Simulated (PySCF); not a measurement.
ClH₇OSi₃, SMILES [SiH3]O[SiH2][SiH2]Cl.

Geometry optimised at B3LYP-D3(BJ)/def2-SVP. The structure was generated by enumeration, and PubChem lists no compound with its InChIKey, so it may never have been made. The values are those of a single conformer.

Computed with SMD-B3LYP/6-31G* run with PySCF.

Solvation free energies are E(SMD) − E(gas) at the gas-phase geometry, for 1 M in both phases. In vacuum the dipole moment is 2.06 D.

```json
[
 {"solvent": "water", "ΔG(solv) (kcal/mol)": "1.9", "its non-electrostatic (CDS) part": "4.1", "dipole (D)": "2.50"},
 {"solvent": "ethylethanoate", "ΔG(solv) (kcal/mol)": "-2.6", "its non-electrostatic (CDS) part": "-1.2", "dipole (D)": "2.42"},
 {"solvent": "n-hexane", "ΔG(solv) (kcal/mol)": "-2.3", "its non-electrostatic (CDS) part": "-1.6", "dipole (D)": "2.23"}
]
```
